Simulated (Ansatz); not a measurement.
**Counterpoise correction, worked out**

The pair of Ag⁺ (SMILES [Ag+], atom 1) and F2 (SMILES FF, atoms 2–3), both closed shells, in one local arrangement (a lower one may exist), relaxed at PBE0-D4/def2-TZVP:

Ag1  (-0.002, 0.009, -1.899)
F2  (0.107, -0.569, 1.332)
F3  (-0.105, 0.559, 0.567)
(Å)

Ansatz 0.2.0; basis: def2-TZVPPD; cores frozen in the correlated methods. Filled d shells of the heavier atoms are correlated. Core potentials replace the inner electrons of the atoms past krypton.

MP2 total energies in eV:

| system | geometry | basis functions | energy |
| --- | --- | --- | --- |
| pair | pair | all | -9409.47590 |
| Ag⁺ | as in the pair | all (partner as ghosts) | -3986.43332 |
| F2 | as in the pair | all (partner as ghosts) | -5422.87746 |
| Ag⁺ | as in the pair | its own | -3986.39973 |
| F2 | as in the pair | its own | -5422.86874 |
| Ag⁺ | free (PBE0-D4 minimum) | its own | -3986.39973 |
| F2 | free (PBE0-D4 minimum) | its own | -5422.86571 |

Problem. Work out the interaction energy with and without the counterpoise correction, the superposition error, and the binding energy from the relaxed fragments.

Solution. Without correction: -9409.47590 − (-3986.39973) − (-5422.86874) = -0.20743 eV.
With correction (each fragment in the whole basis): -9409.47590 − (-3986.43332) − (-5422.87746) = -0.16512 eV = -3.81 kcal/mol.
The superposition error is the difference, 0.04231 eV, 20 % of the uncorrected value: each fragment borrows its partner's functions.
Deformation from the free shapes: 0.00000 eV for Ag⁺ and -0.00303 eV for F2 (a small negative value is possible, since the free shapes are minima of another method).
Binding energy from relaxed fragments: -0.16512 + 0.00000 + (-0.00303) = -0.16815 eV = -3.88 kcal/mol (electronic, without zero-point energy; negative means bound). For comparison, the corrected interaction energy by CCSD(T) at an estimated basis limit (MP2 extrapolated from triple and quadruple zeta, plus CCSD(T) − MP2 in triple zeta) is -0.207 eV.

No T1 diagnostic of these runs exceeds 0.013. The restricted Hartree–Fock reference is unstable towards an unrestricted one at one or more of these structures.

For scale, one of the runs: CCSD(T)/def2-TZVPPD, 136 basis functions, launched by `ansatz run in.yaml --threads 2 --pin off --events-out ev --progress --plain --max-ram 5222MiB`. Time: 12 s of wall clock on 2 CPU threads of an Arm Neoverse V2; the host was shared. Peak host memory: 0.7 GiB.
